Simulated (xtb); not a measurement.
LuCl2, SMILES [Lu+]([Cl])[Cl], charge +1. All values are semi-empirical tight-binding results from xtb (GFN2-xTB unless named), good for trends rather than for accurate numbers. The structure is a stationary point at GFN2-xTB. The multiplicity is an assumed one; other spin states were not compared. The isomer is the one that the SMILES or the coordinates give; other isomers of the formula were not compared.

For metal compounds this method's bond lengths and energies can be far off.

Computed properties:
```yaml
point_group_as_xtb_finds_it: C2v
orbital_gap: 2.22 eV
zero_point_energy: 0.9 kcal/mol
G − E(el) at 298.15 K (modified RRHO): -18.0 kcal/mol
```
